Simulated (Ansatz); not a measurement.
Consider the redistribution: `O[Si@@H](F)N[Si@@H](O)F` + `C=N[SiH2]F` → `C=N[SiH](O)F` + `O[SiH](F)N[SiH2]F`.

Program: Ansatz. Geometries: PBE0-D4/def2-TZVP. ΔE: electronic, gas phase. CCSD(T)/CBS is the MP2 limit (def2-TZVPP, def2-QZVPP) plus CCSD(T) − MP2 in def2-TZVPP, frozen cores. Functionals use def2-TZVPP. B3LYP here is the variant with VWN-RPA as its local correlation; programs differ in this. One conformer a species, not always the lowest.

`O[Si@@H](F)N[Si@@H](O)F`:

Cartesian coordinates in Å:
```
O 0.051 1.811 -1.375
Si 1.057 1.422 -0.163
F 1.046 2.499 1.013
N 0.570 -0.075 0.516
Si -0.620 -1.159 -0.034
O -1.008 -2.085 1.247
F -1.877 -0.301 -0.539
H -0.890 1.662 -1.256
H 2.422 1.435 -0.708
H 0.980 -0.325 1.406
H -0.250 -1.980 -1.203
H -1.481 -2.904 1.097
```

`C=N[SiH2]F`:

Cartesian coordinates in Å:
```
C -1.063 0.822 0.738
N -0.009 0.140 0.802
Si 0.865 -0.644 -0.449
F 0.207 -0.454 -1.900
H -1.609 1.025 -0.194
H -1.494 1.257 1.647
H 2.220 -0.055 -0.493
H 0.882 -2.091 -0.152
```

`C=N[SiH](O)F`:

```xyz
9

C    -0.882    0.616   -1.332
N    -0.586    0.634   -0.110
Si    0.762   -0.147    0.630
O     0.218   -1.086    1.841
F     1.550   -1.078   -0.398
H    -0.301    0.085   -2.100
H    -1.769    1.151   -1.694
H     1.723    0.858    1.114
H    -0.716   -1.032    2.049
```

`O[SiH](F)N[SiH2]F`:

Z-matrix (Å, degrees):
```
Si
F 1 1.587
N 1 1.712 2 111.0
O 1 1.630 2 103.3 3 120.8
H 1 1.475 2 108.4 3 -117.9
Si 3 1.712 1 128.5 2 -114.9
H 3 1.013 1 115.8 2 66.3
H 4 0.958 1 117.8 2 -171.9
F 6 1.601 3 111.4 1 -94.4
H 6 1.477 3 108.9 1 23.3
H 6 1.479 3 109.7 1 148.3
```

Problem. Is it downhill or uphill in electronic energy at CCSD(T)/CBS, and by how much? (An estimate is asked.)

Solution. Ansatz gave: Uphill: ΔE = +7.8 kJ/mol.

Problem. What do these levels give: r2SCAN-D4, ωB97X-V, B3LYP, SCS-MP2/def2-TZVPP, CCSD(T)/def2-TZVPP, HF/def2-QZVPP? (Best estimate.)

Solution. The calculation gave: r2SCAN-D4 11.6, ωB97X-V 9.8, B3LYP 9.1, SCS-MP2/def2-TZVPP 7.8, CCSD(T)/def2-TZVPP 8.5, HF/def2-QZVPP 5.2 kJ/mol.

Largest T1 diagnostic among the species: 0.013.
